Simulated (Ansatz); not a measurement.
System: dibromoborinic acid, sum formula HBOBr₂, charge 0, multiplicity 1. 
Coordinates optimised at B3LYP-D3(BJ)/def2-TZVP (Ansatz, a program for electronic structure):
```xyz
5

O     -1.7869    -0.8715     0.1166
B     -0.5858    -0.2858     0.0382
Br    -0.3974     1.6383     0.1731
Br     0.9616    -1.3908    -0.2122
H     -2.5220    -0.2592     0.2425
```

Parts of the frozen-core correlation energy in cc-pVTZ (Ansatz, hartree). Frozen orbitals: 30; correlated occupied orbitals by spin: 12 and 12; virtual: 118 and 118. Spin-orbit coupling is left out. Non-relativistic.

| term | value |
|---|---|
| reference (HF) | -5245.22633 |
| MP2 opposite-spin | [?] |
| MP2 same-spin | -0.16834 |
| CCSD correlation | [?] |
| (T) | [?] |
| T1 diagnostic | 0.012 |
| largest doubles amplitude | 0.035 |

Question: Complete the blanks.

Answer: 
- MP2 opposite-spin, value: -0.48710
- CCSD correlation, value: -0.68415
- (T), value: -0.02869
